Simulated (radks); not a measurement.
Values are calculated unless marked as measured or tabulated.
All-electron atom: Xe2+ in [Kr] 4d10 5s2 5p4. Code: a radial shooting solver on a logarithmic mesh with Libxc functionals. Model: Dirac Kohn-Sham, PBE, spin-unpolarised, spherical densities, finite nucleus; open shells are shared between the two j in proportion to 2j + 1; Fermi nuclear charge, rms radius 4.7859 fm.

Unscreened Slater integrals over Kohn-Sham orbitals (eV). Large and small components are both included.

integral          value
F0(5p3/2,5p3/2)  11.580
F2(5p3/2,5p3/2)  6.2701
F0(5p3/2,5p1/2)  11.796
G2(5p3/2,5p1/2)  6.3560
F0(5p3/2,5s1/2)  12.478
G1(5p3/2,5s1/2)  8.2351
F0(5p3/2,4d5/2)  14.472
F2(5p3/2,4d5/2)  4.0372
G1(5p3/2,4d5/2)  1.2123
G3(5p3/2,4d5/2)  1.1462
F0(5p1/2,5p1/2)  12.028
F0(5p1/2,5s1/2)  12.768
G1(5p1/2,5s1/2)  8.6723
F0(5p1/2,4d5/2)  14.970
G3(5p1/2,4d5/2)  1.2917
F0(5s1/2,5s1/2)  13.703
F0(5s1/2,4d5/2)  16.721
G2(5s1/2,4d5/2)  2.0304
F0(4d5/2,4d5/2)  27.927
F2(4d5/2,4d5/2)  14.166
F4(4d5/2,4d5/2)  9.4210
